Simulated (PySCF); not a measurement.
How methods differ on the excitation energy of Ge

Ge [Ar] 3d10 4s2 4p2 (3P) → Ge [Ar] 3d10 4s1 4p3 (5S), as a difference of total energies. Calculation: PySCF 2.14, in x2c-TZVPPall with one added diffuse shell each of s, p, d type (7s6p5d1f, 57 functions); the spin-free X2C one-electron Hamiltonian (Gaussian nucleus). Correlated levels: valence and next inner shell: [Ne] frozen. The calculations carry no spin-orbit coupling.

```
                                method  excitation energy (eV)
                                   UHF                   3.541
    MP2 (valence and next inner shell)                   4.595
SCS-MP2 (valence and next inner shell)                   4.959
   CCSD (valence and next inner shell)                   4.738
CCSD(T) (valence and next inner shell)                   4.810
```

Errors of the correlated levels include the incompleteness of this basis and the frozen core.

Problem. Which method comes closest to the reference value, and which is furthest?

Solution. The reference is 5.078 eV (measured; NIST levels, between the centres of gravity of the two terms). Closest: SCS-MP2 (valence and next inner shell) (error -0.119 eV); furthest: UHF (error -1.537 eV).
